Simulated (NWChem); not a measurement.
System: SrF$_{2}$; SMILES [F][Sr][F]

All runs: NWChem. Structure relaxed at the PBE0/def2-SVP level. def2 effective core potentials on Sr; no spin-orbit coupling. Ions are spin-unrestricted doublets at the neutral geometry; other ion states weren't tried.

Question: What does the run give for PBE/def2-SVPD? Quantities: vertical ionisation energy, ΔSCF (eV); −ε(HOMO) (eV).

Answer: 
- vertical ionisation energy, ΔSCF (eV) = 10.53
- −ε(HOMO) (eV) = 6.71
